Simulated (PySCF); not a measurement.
Compound: CH4BFO.
Numbering: `[BH2:1][O:2][CH2:3][F:4]` (hydrogens: H5, H6 on B1; H7, H8 on C3)

Computed with MP2 and CCSD/aug-cc-pVDZ in PySCF, restricted Hartree–Fock reference, 4 core orbitals frozen, non-relativistic, gas phase, PBE0-D3(BJ)/def2-SVP geometry.

E(HF) = -239.23114 Eh.

(1) How large is the problem?

(2) What are the MP2 and CCSD correlation energies?

(3) What is the T1 diagnostic?

(4) How does correlation change the dipole moment?

Results:

(1) 128 basis functions and 32 electrons; 4 orbitals frozen, which leaves o = 12 correlated occupied and v = 112 virtual orbitals. That is o·v = 1344 singles and o·v(o·v + 1)/2 = 903840 distinct closed-shell doubles amplitudes before symmetry; the costliest CCSD step grows as o²v⁴ = 2.3 × 10^10.

(2) MP2 -0.6289 Eh and CCSD -0.6610 Eh, which gives totals of -239.86003 and -239.89214 Eh. That is 0.749 eV for each correlated electron at CCSD (1735 kJ/mol in all, 0.276 % of the total energy); MP2 gives 95.1 % of the CCSD value.

(3) 0.0149, below the customary warning level of 0.02. It is the norm of the spatial-orbital singles amplitudes over the root of the number of correlated electrons, so the norm is 0.073.

(4) HF gives 1.34 D and CCSD (unrelaxed density) 1.48 D, a change of +0.14 D; the two vectors are 6° apart.

No triples correction and no basis-set extrapolation were made.

Shape of the structure used: `[BH2:1][O:2][CH2:3][F:4]`: B1–O2–C3–F4 1°.

One conformer stands for the species.
